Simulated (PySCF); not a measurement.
Problem. What does the PBE0-D3(BJ)/def2-SVP structure of `[SiH2](O)/N=C/C` look like in three dimensions?

Solution. 
```xyz
12
C2H7NOSi angstrom
C      2.2483   -0.0295   -0.0338
C      0.8197   -0.1479    0.3824
N     -0.1493   -0.1241   -0.4319
Si    -1.8340   -0.2297    0.0151
O     -2.6291    1.1398   -0.4847
H      2.7229    0.8261    0.4749
H      2.8091   -0.9271    0.2760
H      2.3216    0.0954   -1.1220
H      0.6692   -0.2625    1.4823
H     -2.3735   -1.4532   -0.6491
H     -2.0418   -0.2951    1.4939
H     -2.5203    1.3733   -1.4114
```

Any rigid rotation of these coordinates is as good. Atoms count from 1 in this order. Si4 (oxygen-bound silicon) is distorted tetrahedral (angles from 105.5° to 113.0°).

Bonds between heavy atoms (Å): C1–C2 1.493, C2=N3 1.266, N3–Si4 1.746, Si4–O5 1.661.

Method used: PBE0-D3(BJ)/def2-SVP geometry optimisation, gas phase (PySCF).

Point group: C1 (no symmetry element, even within 0.4 Å). Whether it is a minimum is left open (no frequencies). One conformer, not necessarily the lowest (C2–N3–Si4–O5 120°, N3–Si4–O5–H 52°).

On one thread, Arm Neoverse N1 (aarch64), on a shared host, this took 86 s of wall time and 0.45 GiB of memory at its peak. These figures are those of the optimisation.
